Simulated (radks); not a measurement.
Results of a calculation; reference values are marked as such.
All-electron atom: the germanium ion Ge3+ in [Ar] 3d7 4s1 4p3 (not the ground configuration).

Code: a radial shooting solver on a logarithmic mesh with Libxc functionals. Model: Dirac Kohn-Sham, BLYP, spin-unpolarised, spherical densities, finite nucleus; open shells fill j = l - 1/2 first; Fermi nuclear charge, rms radius 4.0742 fm.

Energy parts (eV):
part                       energy
total                  -56932.429
kinetic                 58155.183
electron-nucleus      -135452.799
Hartree                 22467.311
exchange-correlation    -2102.125

Orbitals (lengths in bohr, moments of r in powers of bohr; r(max) is where P^2 peaks):
orbital  occ.  eigenvalue (eV)   r(max)
1s1/2       2        -11036.62  0.03073
2s1/2       2        -1451.159   0.1762
2p1/2       2        -1299.545   0.1392
2p3/2       4        -1267.683   0.1422
3s1/2       2        -238.8011   0.5364
3p1/2       2        -188.4421   0.5291
3p3/2       4        -183.8170   0.5369
3d3/2       4         -98.1415   0.4797
3d5/2       3         -97.4279   0.4820
4s1/2       1         -51.0013    1.472
4p1/2       2         -38.8228    1.623
4p3/2       1         -38.2537    1.644

The highest occupied level is 4p3/2 at -38.254 eV. The electron density at the nucleus is 3.175e+04 e/bohr^3. Summed over all electrons, <r^2> = 22.29 bohr^2, which gives a Langevin (diamagnetic) susceptibility term of -17.7 x 10^-6 cm^3/mol.
